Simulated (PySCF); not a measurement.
Compound: C9H13F.
Numbering: `[F:1]/[CH:2]=[CH:3]/[CH2:4][C@:5]12[CH2:6][CH2:7][C@H:8]([CH2:9]1)[CH2:10]2`

Probes without a nucleus sit at each ring's centroid and 1 Å off its mean plane on both sides; NICS is minus the shielding there, NICSzz its component along the normal. Level: GIAO PBE0/pcSseg-1 (PySCF, non-relativistic, gas phase) on the GFN2-xTB geometry, one conformer.

Ring bond lengths (Å), with Mayer bond orders in brackets: C5–C6 1.534 (1.01), C6–C7 1.546 (1.01), C7–C8 1.529 (1.01), C8–C9 1.536 (0.94), C9–C5 1.541 (0.94); C5–C9 1.541 (0.94), C9–C8 1.536 (0.94), C8–C10 1.536 (0.94), C10–C5 1.540 (0.92).

Give the NICS values of each ring in ppm.

```csv
ring,type,NICS(0),"NICS(1), two faces","NICS(1)zz, two faces",rms pucker (Å),"centre to ring atoms, mean (Å)"
C5–C6–C7–C8–C9,5-membered carbocycle; formal bonds all single,-7.6,-20.6 / -3.7,-20.6 / -4.5,0.33,1.23
C5–C9–C8–C10,4-membered carbocycle; formal bonds all single,-11.8,-11.4 / -4.9,-19.0 / -1.5,0.24,1.06
```

What can be read from them?

- C5–C6–C7–C8–C9: mean NICS(1)zz -12.6 ppm, shielded. C5, C6, C7, C8, C9 have four or more neighbours; no verdict on aromaticity is drawn. The two faces differ by 16.1 ppm, so no symmetry operation interchanges them.
- C5–C9–C8–C10: mean NICS(1)zz -10.2 ppm, shielded. C5, C8, C9, C10 have four or more neighbours; no verdict on aromaticity is drawn. The two faces differ by 17.5 ppm, so no symmetry operation interchanges them.

What are the shieldings of the ring atoms and their hydrogens in the same run (means over atoms taken as equivalent)?

| atoms | environment | σ isotropic (ppm) | principal values of the symmetric part, first atom (ppm) |
| --- | --- | --- | --- |
| C5 | sp3 carbon at a ring junction | 135.2 | 116.6, 125.7, 163.3 |
| C6 | ring CH2 carbon | 155.1 | 142.6, 151.6, 171.1 |
| C7 | ring CH2 carbon | 155.3 | 146.4, 149.1, 170.2 |
| C8 | sp3 carbon at a ring junction | 148.6 | 134.0, 142.6, 169.4 |
| C9 (×2) | four-membered-ring carbon | 143.9 | 132.3, 140.5, 154.9 |
| H on C6 (×2) | methylene hydrogen | 30.28 | 26.0, 28.7, 36.9 |
| H on C7 (×2) | methylene hydrogen | 29.98 | 25.6, 26.8, 37.5 |
| H on C8 | methine hydrogen | 29.33 | 24.3, 26.2, 37.5 |
| H on C9 (×2) | methylene hydrogen | 30.75 | 26.3, 27.9, 38.1 |
| H on C9 (×2) | methylene hydrogen | 30.45 | 27.3, 28.4, 35.5 |
